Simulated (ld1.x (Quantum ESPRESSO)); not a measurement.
Before and after: PAW potential for Sb

antimony (Sb), PAW, made with ld1.x (Quantum ESPRESSO) 7.5 (PBE, scalar-relativistic). Core [Ar] 3d10 4s2, reference 4p6 4d10 5s1.75 5p3.25. Waves: 5s (bound): rcut 1.40, rcutus 1.80 bohr; 5s channel at 4.4 Ry: rcut 1.40, rcutus 1.80 bohr; 4p (bound): rcut 1.45, rcutus 1.65 bohr; 5p (bound): rcut 1.45, rcutus 1.65 bohr; 4d (bound): rcut 1.10, rcutus 1.50 bohr; 4d channel at -1.95 Ry: rcut 1.10, rcutus 1.50 bohr. Local part: all-electron potential smoothed inside 1.50 bohr (lloc = -2). Core correction: Bessel-smoothed model core, default radius (core density twice the valence density). Augmentation charge: BESSEL, radius 1.00 bohr.

Change: local potential all-electron potential smoothed inside 1.35 bohr (lloc = -1).

Cutoffs: the cutoffs (Ry, on a coarse ladder) from which the occupation-weighted sum of valence levels, in a spherical-Bessel basis at the reference potential, stays within 10 and 1 mRy of its value at 400 Ry; they do not see the model core or the augmentation charge, which bear on the density cutoff. Errors are all-electron minus pseudo energies relative to the spin-unpolarised reference configuration.

Q: What does the change do?

A: The potential gets neither clearly harder nor softer (70 Ry and 110 Ry → 70 Ry and 110 Ry); a bound ghost appears in s, which as a rule spoils a file; of the 7 tests that both files solve, the error grows in 0 and shrinks in 3 by more than 15 % and 0.3 meV (median size 5.3 → 3.9 meV). A state that the projectors do not describe sees the local part alone, so a deeper or shallower local part can create or remove a ghost.

| quantity | base | changed |
| --- | --- | --- |
| cutoff, loose | 70 Ry | 70 Ry |
| cutoff, tight | 110 Ry | 110 Ry |
| loose cutoff by channel (10 mRy a level) | s 10 Ry, p 30 Ry, d 45 Ry | s 8 Ry, p 30 Ry, d 45 Ry |
| bound ghosts | none | s |
| error for 4p6 4d10 5s2 5p3, meV [ΔE -2.01 eV] | +0.3 | +0.3 |
| error for 4p6 4d10 5s2 5p2, meV [ΔE 6.31 eV] | -1.5 | -1.2 |
| error for 4p6 4d10 5s2 5p1, meV [ΔE 22.28 eV] | -5.3 | -3.9 |
| error for 4p6 4d10 5s2 5p0, meV [ΔE 46.69 eV] | -11 | -11 |
| error for 4p5 4d10 5s2 5p3, meV [ΔE 107.94 eV] | -92 | -99 |
| error for 4p6 4d10 5s1 5p3, meV [ΔE 15.04 eV] | -2.5 | -1.4 |
| error for 4p6 4d10 5s1 5p0, meV [ΔE 90.98 eV] | -20 | -20 |
| s: phases at 1.94 bohr within 0.05 rad from the reference energy up to (Ry; the scan ends near 5) | to the end of the scan | to the end of the scan |
| p: phases at 1.94 bohr within 0.05 rad from the reference energy up to (Ry; the scan ends near 5) | to the end of the scan | to the end of the scan |
| d: phases at 1.94 bohr within 0.05 rad from the reference energy up to (Ry; the scan ends near 5) | to the end of the scan | to the end of the scan |
| lowest overlap eigenvalue by channel | s 0.67, p 0.75, d 0.95 | s 0.60, p 0.70, d 0.96 |

 A true bound ghost makes a file unfit for plane-wave use even where its test errors are small: the radial tests pick states by their node count and pass the ghost by.
